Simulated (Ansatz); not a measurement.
Basis sets compared for B₇N₆⁺. Charge 1, multiplicity 1. Geometry PBE-D4/def2-SVP. Ansatz on 6 threads of Intel Xeon on a shared host; times are rough, and most runs start from earlier orbitals.

```xyz
13

B    -0.982   -0.062    0.852
B     1.650    0.914    0.968
B    -2.973   -0.693    1.083
B     3.115    0.944   -0.488
B     1.651    0.016   -1.696
B    -2.375   -1.083   -0.704
B     0.248   -0.169   -0.763
N    -3.511   -1.263   -0.040
N     2.912    1.302    0.787
N    -1.084   -0.618   -0.688
N    -1.982   -0.103    1.785
N     0.442    0.374    0.640
N     2.887    0.442   -1.735
```

Another isomer (singlet) lies 1.74 eV lower at PBE0-D4/def2-TZVP; other spin states weren't run for this one.

```csv
level,functions,energy (Eh),HOMO (eV),LUMO (eV),wall time
PBE-D4/def2-SVP,182,-501.4645,-11.28,-8.28,3.5 s
PBE0-D4/def2-SVP,182,-501.4835,-12.43,-7.46,5.5 s
```

**Question.** Estimate the rows for PBE-D4/def2-TZVP (with forces), PBE0-D4/def2-TZVP.

**Answer.** 
| level | functions | energy (Eh) | HOMO (eV) | LUMO (eV) | wall time |
| --- | --- | --- | --- | --- | --- |
| PBE-D4/def2-TZVP (with forces) | 403 | -501.9912 | -11.29 | -8.29 | 12 s |
| PBE0-D4/def2-TZVP | 403 | -502.0112 | -12.42 | -7.45 | 23 s |
